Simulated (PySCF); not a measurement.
AlBr₃.

```xyz
4

Al     0.0000     0.0000     0.0000
Br    -2.2416     0.0000     0.0000
Br     1.1208     1.9413     0.0000
Br     1.1208    -1.9413     0.0000
```

Geometry optimised at B3LYP-D3(BJ)/def2-SVP. The isomer is the one that the SMILES or the coordinates give; other isomers of the formula were not compared.

These are HF/pcSseg-1 (PySCF) values and carry that method's errors. Non-relativistic, no solvent.

Computed absolute GIAO shielding of each atom: isotropic value and principal components (ppm):
```json
[
 {"atom": "Al1", "σ(iso)": "419.1", "σ11": "373.8", "σ22": "441.7", "σ33": "441.7", "span": "67.8"},
 {"atom": "Br2", "σ(iso)": "2703.6", "σ11": "2530.3", "σ22": "2616.5", "σ33": "2964.2", "span": "434.0"},
 {"atom": "Br3", "σ(iso)": "2703.6", "σ11": "2530.3", "σ22": "2616.5", "σ33": "2964.2", "span": "434.0"},
 {"atom": "Br4", "σ(iso)": "2703.6", "σ11": "2530.3", "σ22": "2616.5", "σ33": "2964.2", "span": "434.0"}
]
```
